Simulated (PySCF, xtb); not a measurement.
InF2, SMILES [F][In+][F], charge +1.

Harmonic wavenumbers (cm⁻¹) from GFN2-xTB (xtb 6.7.1) at its own minimum, in rising order: 73, 73, 259, 320.

Task: What does PBE-D3(BJ)/def2-TZVP in PySCF give at its own minimum? (Estimate from the structure and the level; the computed values follow.)

Result: 140, 140, 615, 739. Paired by order, the mean absolute difference is 227 cm⁻¹ and the zero-point energies are 1.0 and 2.3 kcal/mol.
